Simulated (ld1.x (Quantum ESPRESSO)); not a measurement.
# What the settings do to the PAW potential of bismuth

Base potential:

| Quantity | Value |
| --- | --- |
| Element | bismuth (Bi) |
| Generator | ld1.x (Quantum ESPRESSO) 7.5 |
| Type | PAW |
| Functional | LDA (PZ) |
| Relativity | scalar-relativistic |
| Frozen core | [Xe] 4f14 |
| Valence charge | 15 |
| Reference configuration | 5d10 6s2 6p3 |
| Partial waves | 6s (bound): rcut 1.45, rcutus 1.80 bohr; 6s channel at -0.1 Ry: rcut 1.45, rcutus 1.80 bohr; 6p (bound): rcut 1.90, rcutus 2.00 bohr; 6p channel at 2.2 Ry: rcut 1.90, rcutus 2.00 bohr; 5d (bound): rcut 0.90, rcutus 1.05 bohr; 5d channel at -1.45 Ry: rcut 0.90, rcutus 1.05 bohr |
| Local potential | all-electron potential smoothed inside 1.95 bohr (lloc = -2) |
| Core correction | Bessel-smoothed model core inside 0.85 bohr |
| Augmentation charge | PSQ, inside the norm-conserving radii |

Cutoffs, loose and tight: the cutoffs (Ry, on a coarse ladder) from which the occupation-weighted sum of valence levels, in a spherical-Bessel basis at the reference potential, stays within 10 and 1 mRy of its value at 400 Ry. They do not see the model core or the augmentation charge, which bear on the density cutoff. Test errors are all-electron minus pseudo excitation energies from the reference, over the configurations 5d10 6s2 6p2; 5d10 6s2 6p1; 5d10 6s2 6p0; 5d10 6s1 6p3; 5d10 6s1 6p4; 5d10 6s2 6p3.3; 5d9 6s2 6p4 (two spin-polarised tests are not counted in the largest error). A dash means not determined; rows that change the core or the reference have their own tests. The largest error is taken over the tests solved by every variant that gives reliable tests at all: 5d10 6s1 6p3; 5d10 6s1 6p4; 5d10 6s2 6p0; 5d10 6s2 6p1; 5d10 6s2 6p2; 5d10 6s2 6p3.3.

A true bound ghost makes a file unfit for plane-wave use even where its test errors are small: the radial tests pick states by their node count and pass the ghost by. Where a test does run into it, the solver fails or the error is huge.

```tsv
change	outcome	cutoff, loose	cutoff, tight	bound ghosts	largest test error (meV)
base	generated	100 Ry	180 Ry	none	-25
local potential all-electron potential smoothed inside 0.78 bohr (lloc = -2)	generated	100 Ry	180 Ry	s, p	-9.4
local potential all-electron potential smoothed inside 1.16 bohr (lloc = -2)	generated	100 Ry	180 Ry	s, p	-8.8
local potential all-electron potential smoothed inside 1.28 bohr (lloc = -2)	generated	100 Ry	180 Ry	s, p	-17
local potential all-electron potential smoothed inside 1.84 bohr (lloc = -2)	generated	100 Ry	180 Ry	none	-25
local potential all-electron potential smoothed inside 2.00 bohr (lloc = -2)	generated	100 Ry	180 Ry	none	-25
local potential all-electron potential smoothed inside 2.12 bohr (lloc = -2)	generated	100 Ry	200 Ry	s	-25
local potential all-electron potential smoothed inside 2.30 bohr (lloc = -2)	generated	100 Ry	180 Ry	none	-25
```

**Question.** What comes out with this change to the base: local potential all-electron potential smoothed inside 1.44 bohr (lloc = -2)?

**Answer.** outcome: generated; cutoff, loose: 100 Ry; cutoff, tight: 180 Ry; bound ghosts: s, p; largest test error (meV): -26.

**Question.** What comes out with this change to the base: local potential all-electron potential smoothed inside 1.62 bohr (lloc = -2)?

**Answer.** outcome: generated; cutoff, loose: 100 Ry; cutoff, tight: 180 Ry; bound ghosts: s; largest test error (meV): -26.

**Question.** What comes out with this change to the base: local potential all-electron potential smoothed inside 0.96 bohr (lloc = -2)?

**Answer.** outcome: generated; cutoff, loose: 100 Ry; cutoff, tight: 180 Ry; bound ghosts: s, p; largest test error (meV): -12.

Reading the sweep of the rcloc (base included, trends over the rows without a ghost): The loose cutoff stays near 100 Ry. Bound ghosts are found at 0.78, 0.96, 1.16, 1.28, 1.44, 1.62, 2.12 bohr.
